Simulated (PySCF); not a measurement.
Ga(H)(SiH3)2 (GaH7Si2), SMILES [SiH3][GaH][SiH3].

Geometry: ωB97X-D3(BJ)/def2-SVP.

Two levels are set side by side: PBE/def2-TZVP (PySCF) and r2SCAN/def2-TZVP (PySCF). Same geometry, gas phase. Differences are taken from unrounded values.

```json
[
 {"quantity": "orbital gap (eV)", "r2SCAN": "3.49"},
 {"quantity": "highest occupied level (eV)", "r2SCAN": "-6.51"},
 {"quantity": "lowest empty level (eV)", "r2SCAN": "-3.02"},
 {"quantity": "dipole moment (D)", "r2SCAN": "0.16"},
 {"quantity": "mean polarisability (bohr³)", "r2SCAN": "95.6"}
]
```

Problem. What does PBE give, and how far is it from r2SCAN? (Estimate from the structure and the level; the computed values follow.)

Solution. 
| quantity | PBE | PBE minus r2SCAN |
|---|---|---|
| orbital gap (eV) | 3.10 | -0.39 |
| highest occupied level (eV) | -6.29 | 0.23 |
| lowest empty level (eV) | -3.19 | -0.16 |
| dipole moment (D) | 0.17 | 0.02 |
| mean polarisability (bohr³) | 98.7 | 3.1 |

Rough cost on one machine, each run with all the roots and properties that it gave: r2SCAN against PBE about 3 times.
